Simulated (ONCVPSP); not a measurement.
## What the settings do to the ONCV potential of Cd

Base potential:

* Element: cadmium (Cd)
* Generator: ONCVPSP 4.0.1
* Type: optimised norm-conserving Vanderbilt (ONCV)
* Functional: PBE
* Relativity: scalar-relativistic
* Frozen core: [Ar] 3d10
* Valence charge: 20
* Reference configuration: 4s2 4p6 4d10 5s0.5 (charge +1.5)
* Partial waves: 4s+5s: rc 1.30 bohr, ncon 4, nbas 6, qcut 12.2 1/bohr, 3 projectors, debl 3.9 Ha; 4p: rc 1.55 bohr, ncon 5, nbas 8, qcut 9.3 1/bohr, 2 projectors, debl 0.7 Ha; 4d: rc 1.80 bohr, ncon 4, nbas 9, qcut 6.9 1/bohr, 3 projectors, debl 1 Ha
* Local potential: polynomial inside 1.10 bohr (lpopt 5, dvloc0 6 Ha)
* Core correction: none

In the p channel the program set the typed energies aside and used -2.967, 0.250 Ha.

All-electron outer shells of the reference configuration (PBE, scalar-relativistic, ld1.x):

| shell | level (eV) | outermost node (bohr) | outermost maximum (bohr) |
| --- | --- | --- | --- |
| 3d | -407.27 | – | 0.27 |
| 4s | -119.65 | 0.43 | 0.79 |
| 4p | -80.73 | 0.43 | 0.84 |
| 4d | -25.35 | 0.42 | 0.98 |
| 5s | -17.10 | 1.06 | 2.18 |

Cutoffs, loose and tight: the cutoffs (Ha) at which the residual kinetic energy of the hardest occupied pseudo-wave falls to 1 and 0.1 mHa per electron. They do not see the model core or the augmentation charge, which bear on the density cutoff. Test errors are all-electron minus pseudo excitation energies from the reference, over the configurations 4s2 4p6 4d10 5s2; 4s2 4p6 4d10 5s1; 4s2 4p6 4d10 5s0; 4s2 4p6 4d9 5s2. A dash means not determined; rows that change the core or the reference have their own tests.

| change | outcome | cutoff, loose | cutoff, tight | bound ghosts | GHOST(+) flags above zero | largest test error (meV) |
| --- | --- | --- | --- | --- | --- | --- |
| base | generated, projector energies reset by the program | 40 Ha | 49 Ha | none | s, d | +44 |
| p: rc 1.26 | generated, projector energies reset by the program | 41 Ha | 107 Ha | none | s, d | +45 |
| s: debl 3.15 | generated, projector energies reset by the program | 40 Ha | 49 Ha | none | s, d | +44 |
| p: ncon 3, nbas 6 | generated, projector energies reset by the program | 40 Ha | 49 Ha | none | s, d | +44 |
| p: nbas 10 | generated, projector energies reset by the program | 40 Ha | 49 Ha | none | s, d | +44 |
| reference 4s2 4p6 4d10 5s2 | generated, projector energies reset by the program | 40 Ha | 48 Ha | none | s, d | +99 |
